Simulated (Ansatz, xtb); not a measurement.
**C5H4N2O2: which of two isomers lies lower**

We compare X, `O=C(O)c1cncnc1`, a singlet, with Y, `O=C(O)c1ccncn1`, a singlet. Both are isolated molecules in the gas phase, relaxed with PBE0-D3(BJ)/def2-SVP; the shapes shown needn't be the lowest conformers.

X (Å):

```yaml
atoms:
  - { symbol: C, position_ang: [-2.0541, 0.3279, -0.7691] }
  - { symbol: C, position_ang: [-1.0188, 0.7833, 0.1903] }
  - { symbol: C, position_ang: [-1.1787, 0.7622, 1.5782] }
  - { symbol: C, position_ang: [0.8965, 1.6213, 1.8312] }
  - { symbol: C, position_ang: [0.2017, 1.2685, -0.2882] }
  - { symbol: N, position_ang: [-0.2227, 1.1806, 2.3998] }
  - { symbol: N, position_ang: [1.1602, 1.6877, 0.5277] }
  - { symbol: O, position_ang: [-1.9217, 0.3453, -1.9652] }
  - { symbol: O, position_ang: [-3.1620, -0.1089, -0.1601] }
  - { symbol: H, position_ang: [-3.7751, -0.3827, -0.8594] }
  - { symbol: H, position_ang: [-2.1085, 0.3952, 2.0254] }
  - { symbol: H, position_ang: [1.6865, 1.9669, 2.5087] }
  - { symbol: H, position_ang: [0.3838, 1.3085, -1.3679] }
```

Y (Å):

```xyz
13

C    -2.2423    0.7182   -0.8636
C    -1.0502    0.9192    0.0337
C    -1.0163    0.4168    1.3344
C     0.1459    0.6724    2.0599
C     1.0202    1.7847    0.2964
N     1.1651    1.3538    1.5485
N    -0.0344    1.6026   -0.4869
O    -2.3301    1.1246   -1.9862
O    -3.2088    0.0205   -0.2497
H    -3.9341   -0.0652   -0.8869
H    -1.8537   -0.1421    1.7514
H     0.2551    0.3133    3.0897
H     1.8587    2.3476   -0.1303
```

Quicker runs give these differences E(Y) − E(X): GFN2-xTB +15.6 kJ/mol; HF/STO-3G +4.9 kJ/mol (at GFN2-xTB geometries); r2SCAN-D4/def2-SVP +13.1 kJ/mol (at GFN2-xTB geometries).

Question: Estimate E(Y) − E(X) at the level CCSD(T)/def2-SVP + ΔMP2/def2-TZVPP.

Answer: Calculated at CCSD(T)/def2-SVP + ΔMP2/def2-TZVPP: E(Y) − E(X) = +14.0 kJ/mol, so structure X lies lower.

The same difference at several levels:

```csv
level,geometry,E(Y) − E(X) (kJ/mol),departure from the last row (kJ/mol),"job, with rough time for the two"
GFN2-xTB,GFN2-xTB,+15.6,+1.6,"optimisation, 0.13 s"
HF/STO-3G,GFN2-xTB,+4.9,−9.1,"single point, 0.44 s"
r2SCAN-D4/def2-SVP,GFN2-xTB,+13.1,−0.8,"single point, 4.2 s"
PBE0-D3(BJ)/def2-SVP,PBE0-D3(BJ)/def2-SVP,+14.6,+0.6,"optimisation, 35 s"
HF/def2-SVP,PBE0-D3(BJ)/def2-SVP,+23.5,+9.5,part of the CCSD(T) run
MP2/def2-SVP,PBE0-D3(BJ)/def2-SVP,+6.1,−7.9,part of the CCSD(T) run
CCSD(T)/def2-SVP,PBE0-D3(BJ)/def2-SVP,+13.2,−0.7,single point
CCSD(T)/def2-SVP + ΔMP2/def2-TZVPP,PBE0-D3(BJ)/def2-SVP,+14.0,,"single point, 1.9 min"
```

As drawn, both hold the same kinds of bond in the same numbers.

The levels shown agree on the order. The largest departure from CCSD(T)/def2-SVP + ΔMP2/def2-TZVPP is that of HF/def2-SVP, 9.5 kJ/mol. The last row adds to CCSD(T) the change of the MP2 difference between the two basis sets, here +0.7 kJ/mol.

With thermal terms from frequencies at re-optimised GFN2-xTB minima (ideal gas, soft modes damped towards free rotors, one conformer each, 298.15 K, 1 atm): the zero-point term adds −0.1 kJ/mol; ΔH is +13.9 and ΔG +13.0 kJ/mol.

The correlated steps freeze 9 core orbitals. Codes used: Ansatz 0.2.0, xtb 6.7.1; the last row on 4 threads of Arm Neoverse V1 on a shared host.
